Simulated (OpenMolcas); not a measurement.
An atom or ion with 21 electrons was computed by SS-RASPT2, IPEA 0.25 Eh, imaginary shift 0.1 Eh with spin-orbit coupling (OpenMolcas, ANO-RCC-VTZP, DKH2). The lowest levels that the run gave, each within 12 % of the measured value where one is at hand:

```
  J  Parity  E (eV)      g
3/2    even  0.0000  0.400
5/2    even  0.0932  1.029
7/2    even  0.2173  1.238
9/2    even   0.367  1.333
1/2    even   2.748  2.644
3/2    even   2.777  1.720
5/2    even   2.896  1.600
7/2    even   3.033  0.889
9/2    even   3.154  1.106
3/2    even   3.844  1.151
1/2    even   3.876  0.693
9/2    even   4.174  0.915
```

Which ion is it, and what are the configurations and terms?

Co VII (Z = 27, charge +6; active space 9 electrons in 8 orbitals (RAS1 3p, at most 2 holes; RAS2 3d)). J, parity and g give the terms where levels are pure, and mixed ones are named by the computed weights; the size of the splittings, set against known spectra of the 21-electron sequence, gives the charge. In order, with the measured energies in eV (Sugar and Corliss, J. Phys. Chem. Ref. Data 10, 1097 (1981)): 3d3 4F 3/2, 3d3 4F 5/2 (0.0865), 3d3 4F 7/2 (0.1996), 3d3 4F 9/2 (0.3376), 3d3 4P 1/2 (2.6156), 3d3 4P 3/2 (2.6414), 3d3 4P 5/2 (2.7508), 3d3 2G 7/2, 3d3 2G 9/2, 3d3 2P 3/2 [61 %], 3d3 2P 1/2, 3d3 2H 9/2.

Term energies are means over components that CASPT2 splits; among the terms shown or strongly mixed into the levels shown the widest spread is 150 cm-1 (3d3 4F). Active for correlation alone: 3p; no level in the range computed is led by a configuration that opens it, so any true level of that kind is missing. Computed and measured levels are paired by configuration, term and J; levels that our copy of the source lacks, or whose pairing is in doubt (as where it misses far off the trend of its configuration), stay unpaired and out of the deviations. Only configurations of the active space appear.

A share in square brackets marks a mixed level and gives the weight of the term that names it.
